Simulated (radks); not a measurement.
The numbers below are computed, except where a source is named.
S3+, 13 electrons, occupied as [Ne] 3s2 3p1.

Code: a radial shooting solver on a logarithmic mesh with Libxc functionals. Model: scalar-relativistic Kohn-Sham, BLYP, spin-unpolarised, spherical densities, point nucleus.

Energy parts (hartree):
part                      energy
total                 -396.74390
kinetic                398.34089
electron-nucleus      -926.53114
Hartree                156.00269
exchange-correlation   -24.55633

Orbitals (lengths in bohr, moments of r in powers of bohr; <r^-3> diverges for s and p1/2):
orbital  occ.  eigenvalue (hartree)      <r>  <r^-3>
1s          2             -90.05905  0.09687       -
2s          2              -9.30621   0.4783       -
2p          6              -7.29114   0.4409   82.05
3s          2              -1.91582    1.519       -
3p          1              -1.47691    1.665   8.753
3d          0              -0.88363    2.019  0.5125
4s          0              -0.71564    3.473       -

The highest occupied level is 3p at -40.189 eV. Summed over all electrons, <r^2> = 10.52 bohr^2, which gives a Langevin (diamagnetic) susceptibility term of -8.33 x 10^-6 cm^3/mol. The density falls to 0.001 e/bohr^3 at r = 3.11 bohr.
